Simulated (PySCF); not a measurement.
BrFHInO. Atoms are numbered in the order given.

```xyz
5

In     0.0034    -0.6553     0.0000
F      1.7394    -1.5696     0.0000
Br    -0.0394     1.8084     0.0000
O     -1.6321    -1.7911     0.0000
H     -1.3884    -2.7299     0.0000
```
Charge 0, spin multiplicity 1.

Coordinates come from a B3LYP-D3(BJ)/def2-SVP optimisation. The structure was generated by enumeration; whether it is a known compound was not checked. The def2 effective core potentials stand for the cores of In; spin–orbit coupling is left out. The values are those of a single conformer.

All values below come from PBE/def2-TZVP run with PySCF.

| Property | Result |
|---|---|
| total energy | -2939.58616 hartree |
| point group | Cs |
| highest occupied level | -7.58 eV |
| lowest empty level | -3.81 eV |
| orbital gap | 3.77 eV |
| dipole moment | 1.08 D |
| quadrupole, principal values (traceless, Buckingham form, about the centre of nuclear charge) | -12.50, 6.15, 6.35 D·Å |
| mean static polarisability | 59.2 bohr³ (8.78 Å³) |
| polarisability, principal values | 41.7, 55.4, 80.6 bohr³ |
